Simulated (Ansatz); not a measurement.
Compare A (`FC(F)C(F)(F)C(F)F`) with its isomer B (`FCC(F)(F)C(F)(F)F`).

Gas-phase electronic energies from Ansatz, PBE0-D4/def2-TZVP geometries. CCSD(T)/CBS adds triple-zeta CCSD(T) − MP2 to the extrapolated MP2 energy (def2 sets, frozen cores). DFT in def2-TZVPP. Each species was taken in one conformer, which may not be the lowest.

A:

Z-matrix (Å, degrees):
```
C
F 1 1.351
C 1 1.533 2 108.6
F 1 1.340 2 108.7 3 118.7
H 1 1.093 2 109.3 3 -121.7
F 3 1.344 1 108.0 2 -175.0
F 3 1.344 1 109.8 2 66.6
C 3 1.533 1 112.5 2 -53.7
F 8 1.340 3 109.2 1 -172.1
F 8 1.352 3 108.6 1 -53.7
H 8 1.093 3 111.3 1 66.8
```

B:

```xyz
11

F    -2.390    0.382    0.206
C    -1.066    0.588    0.463
C    -0.249   -0.392   -0.358
F    -0.489   -0.220   -1.671
F    -0.573   -1.658   -0.038
C     1.270   -0.226   -0.133
F     1.950   -1.100   -0.855
F     1.564   -0.410    1.153
F     1.651    1.004   -0.477
H    -0.796    1.609    0.185
H    -0.872    0.422    1.525
```

(1) Which is lower in electronic energy at CCSD(T)/CBS, and by how much? (Best estimate.)

(2) Give E(B) − E(A) in kcal/mol with ωB97M-V, BLYP-D4, B2PLYP, CCSD(T)/def2-SVP, CCSD/def2-TZVPP, LDA (SPW92), MP2/def2-TZVPP. (An estimate is asked.)

(3) Does the order hold for the free energy at 298.15 K (harmonic terms from PBE0-D4)? (Estimate.)

Largest T1 diagnostic: 0.012.

Results:

(1) The calculation gave: B, by 5.2 kcal/mol.

(2) Computed: ωB97M-V -5.5, BLYP-D4 -4.2, B2PLYP -4.9, CCSD(T)/def2-SVP -6.2, CCSD/def2-TZVPP -5.2, LDA (SPW92) -6.1, MP2/def2-TZVPP -5.5. None reverses the order clearly.

(3) The calculation gave: Yes: G(B) − G(A) = -5.9 kcal/mol, for one conformer each.

From BLYP to BHLYP (50 % exact exchange), in def2-TZVPP and without D4, E(B) − E(A) moves by −1.0 kcal/mol. Leaving LDA and LC-ωPBE aside and taking each functional with its dispersion term where it has one, the values, not all of them listed here, spread over 2.1 kcal/mol, from B97M-V to BLYP-D4. LDA lies −1.1 kcal/mol from PBE without D4.
